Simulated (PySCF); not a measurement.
Dipole response of Zn (zinc, neutral)

[Ar] 3d10 4s2, closed-shell 1S. All numbers are calculated (PySCF 2.14, no relativity, point nucleus, in dyall-av2z). Coupled (time-dependent) response in atomic units; α is the mean over directions. A double-zeta set is small for polarisabilities.

| method | mean α (bohr³) | C₆ (like pair) | S(−4) |
| --- | --- | --- | --- |
| UHF | 53.90 | 435.2 | 1533 |
| PBE | 39.99 | 288.1 | 837.9 |
| PBE0 | 42.88 | 316.9 | 964.2 |
| r2SCAN0 | 42.85 | 329.3 | 878.2 |
| PBEsol | 39.53 | 283.6 | 816.9 |

S(−4) is the Cauchy moment in α(ω) = α(0) + S(−4) ω² + …

Reference α: 38.67 ± 0.3 bohr³ (recommended; Schwerdtfeger and Nagle, table of static dipole polarizabilities (2023 update)). Published C₆: 284.0 (Chu and Dalgarno (2004); Tang, Norbeck and Certain (1976)).

Hartree-Fock lies above the reference because it lacks correlation, which contracts the outer shell.

α(iu) at PBE0:

```csv
u (hartree),α(iu) (bohr³)
0,42.88
0.0500,40.61
0.100,35.14
0.200,23.39
0.300,15.60
0.500,8.282
0.750,4.859
1.00,3.359
1.50,2.030
2.00,1.416
3.00,0.8307
5.00,0.4079
```

A single London oscillator, α(iu) = α/(1 + u²/ω²), gives C₆ = (3/4) ω α². Matching the computed C₆ needs ω = 4 × 316.9 / (3 × 42.88²) = 0.230 hartree.
